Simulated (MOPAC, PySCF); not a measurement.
C4H3N, SMILES `C(=C=C=C)=N`, neutral singlet in the gas phase. 

Cartesian coordinates (Å):
```xyz
8

C     -2.1512     0.1657     0.5011
C     -0.8588     0.0047     0.3798
C      0.3942    -0.1561     0.2619
C      1.6630    -0.2559     0.1388
N      2.8556    -0.5024     0.0318
H     -2.6096     0.2873     1.4748
H     -2.7954     0.1810    -0.3694
H      3.5021     0.2757    -0.0787
```
Charge 0, multiplicity 1.

All levels are single points at this geometry (B3LYP-D3(BJ)/def2-TZVP); Pople sets use spherical d functions. Orbital energies aren't observables, and empty levels follow the basis.

```csv
level,HOMO (eV),LUMO (eV),gap (eV),dipole (D),"vertical IE, Delta-SCF (eV)"
B3LYP-D3(BJ)/def2-TZVP in PySCF,-6.26,-2.08,4.18,1.51,8.47
M06-2X/def2-TZVP in PySCF,-7.51,-1.02,6.49,1.56,8.64
PBE-D3(BJ)/def2-TZVP in PySCF,-5.44,-2.76,2.68,1.42,8.40
B3LYP/3-21G in PySCF,-5.80,-1.61,4.19,1.69,–
B3LYP/6-311+G** in PySCF,-6.30,-2.14,4.16,1.60,–
PBE/6-31G* in PySCF,-5.08,-2.41,2.67,1.50,8.16
SVWN5/6-31G* in PySCF,-5.21,-2.59,2.62,1.54,8.37
HF/3-21G in PySCF,-8.40,2.24,10.64,2.06,–
HF/6-31G* in PySCF,-8.50,2.22,10.73,1.95,–
HF/STO-3G in PySCF,-6.41,5.30,11.71,1.61,–
AM1 in MOPAC,-8.76,-0.26,8.50,1.74,–
PM6 in MOPAC,-9.06,-0.40,8.66,1.93,–
PM7 in MOPAC,-9.09,-0.55,8.54,2.02,–
```
